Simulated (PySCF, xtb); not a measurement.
C2H3, SMILES [CH][CH2+] (connectivity only; charge and spin as stated), charge +1, multiplicity 1.

Harmonic wavenumbers (cm⁻¹) from GFN2-xTB (xtb 6.7.1) at its own minimum, in rising order: 443, 664, 780, 872, 938, 1915, 2765, 2877, 3154.

### Question
What does PBE-D3(BJ)/def2-TZVP (PySCF) give at its own minimum? (An estimate is asked for; the answer gives what the named calculation found.)

### Answer
220, 637, 782, 1039, 1107, 1761, 2930, 2964, 3223. Paired by order, the mean absolute difference is 118 cm⁻¹ and the zero-point energies are 20.6 and 21.0 kcal/mol.
